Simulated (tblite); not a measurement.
C5H13N2 (doublet state).
Z-matrix (Å and degrees, GFN2-xTB geometry), rows numbered from 1:
```
C 
C   1  1.5235
C   2  1.5277  1  111.82
N   3  1.4463  2  110.31  1    61.58
C   4  1.4130  3  117.91  2  -170.90
C   5  1.6047  4  114.87  3   -70.62
N   6  1.3815  5  111.85  4   -61.77
H   1  1.0865  2  110.06  3   -58.10
H   1  1.0875  2  110.48  3    61.61
H   1  1.0872  2  110.58  3  -178.31
H   2  1.0917  1  109.82  3  -120.78
H   2  1.0920  1  109.59  3   120.93
H   3  1.0945  2  109.71  1   -56.88
H   3  1.1015  2  109.10  1  -175.21
H   4  1.0139  3  111.14  2    58.46
H   5  1.0921  4  108.99  3   169.38
H   5  1.0923  4  109.39  3    49.44
H   6  1.0963  5  105.50  4    56.61
H   6  1.1035  5  104.12  4   172.28
H   7  1.0181  6  111.76  5   -87.26
```

Computed values, GFN2-xTB/tblite, gas phase, harmonic and unscaled. This tight-binding method is rough: wavenumbers can miss measured ones by several per cent, in bad cases by 10 to 20. One conformer, not necessarily the lowest. Open shells enter through the occupations alone, without spin polarisation, and single modes of such species can be off by tens of per cent.

Harmonic wavenumbers (cm⁻¹): 40.8, 68.8, 111.4, 160.4, 202.6, 243.5, 284.8, 291.3, 372.1, 449.8, 515.4, 731.7, 785.3, 807.6, 880.5, 918.7, 940.1, 985.6, 1002.5, 1082.4, 1096.3, 1109.0, 1122.2, 1193.0, 1206.8, 1223.1, 1251.5, 1266.5, 1270.4, 1294.1, 1326.2, 1333.9, 1348.5, 1402.6, 1411.6, 1455.6, 1468.0, 1472.7, 1487.2, 1497.3, 1504.0, 2793.2, 2846.0, 2910.7, 2951.2, 2961.6, 2966.9, 2977.2, 2988.4, 3037.9, 3042.3, 3053.4, 3331.8, 3386.9.

A = 6619, B = 1094, C = 1054 MHz; mass 101.108 u (most abundant isotopes); point group C1, symmetry number 1; spin multiplicity 2.

**Question.** Zero-point energy?

**Answer.** ½Σν̃ = 38932 cm⁻¹ = 111.31 kcal/mol.

**Question.** Give the ideal-gas entropy at 273.15 K and 1 bar in the rigid-rotor, harmonic-oscillator model (classical rotation).

**Answer.** Translation 39.34, rotation 27.87, vibration 24.27, spin (R ln 2) 1.38: S = 92.9 cal/(mol K).

**Question.** And Cp and H(273.15 K) − H(0)?

**Answer.** Cp = 32.21 cal/(mol K), of which vibrations give 24.26 (their classical limit is 54 R = 107.3); H(273.15 K) − H(0) = 5.61 kcal/mol without the zero-point energy, 3.44 from vibrations.

**Question.** Blend soft modes into free rotors: weight 1/[1 + (100 cm⁻¹/ν̃)⁴] for the oscillator and the rest for a rotor with moment μB/(μ + B), μ = h/(8π²ν), B = 10⁻⁴⁴ kg m². What vibrational entropy results?

**Answer.** 22.06 cal/(mol K) in place of 24.27, which changes −T·S at 273.15 K by +0.60 kcal/mol.

**Question.** What must be added to the electronic energy to get the Gibbs energy at 273.15 K and 1 bar?

**Answer.** ZPE + [H(273.15 K) − H(0)] − T·S = 111.31 + 5.61 − 25.37 = 91.55 kcal/mol.

Hindered rotation and anharmonicity are outside this model. Other conformers, if any are populated, would add a mixing term that is left out. The structure is chiral; the term R ln 2 for an equal mix with its mirror image is left out.

On one thread of an Arm Neoverse V2, shared host, this took 0.49 s of wall time. This covers the Hessian and the dipole derivatives.
